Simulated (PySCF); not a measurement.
A series of substituents X on one scaffold: SiH2Cl-X. All species are isolated molecules in the gas phase. One relaxed conformer stands for each flexible species; it need not be the lowest. Strings in code marks are SMILES.

All values below come from PBE-D3(BJ)/def2-TZVP // PBE0-D4/def2-TZVP run with PySCF. All candidates: neutral, multiplicity 1. Excitations are Tamm–Dancoff values on a coarser integration grid. The basis has no diffuse functions, so Rydberg states are missing or too high.

```json
{
  "HOMO": "-6.91 eV",
  "HOMO–LUMO gap": "6.42 eV",
  "S1 excitation (TDA)": "6.54 eV"
}
```

**Question.** Say which member has these values.
(A) `CC(C)[SiH2]Cl` (C–C–Si–Cl torsion 177°)
(B) `C[S@@](=O)[SiH2]Cl` (O–S–Si–Cl torsion 174°)
(C) `OC[SiH2]Cl` (H–O–C–Si torsion -176°, O–C–Si–Cl torsion 67°)
(D) `S=C[SiH2]Cl` (S–C–Si–Cl torsion 180°)

**Answer.** A, `CC(C)[SiH2]Cl` (C–C–Si–Cl torsion 177°). The others give `OC[SiH2]Cl` (H–O–C–Si torsion -176°, O–C–Si–Cl torsion 67°): -6.61 eV, 6.05 eV, 6.15 eV; `C[S@@](=O)[SiH2]Cl` (O–S–Si–Cl torsion 174°): -5.49 eV, 3.86 eV, 3.99 eV; `S=C[SiH2]Cl` (S–C–Si–Cl torsion 180°): -5.66 eV, 1.59 eV, 1.87 eV
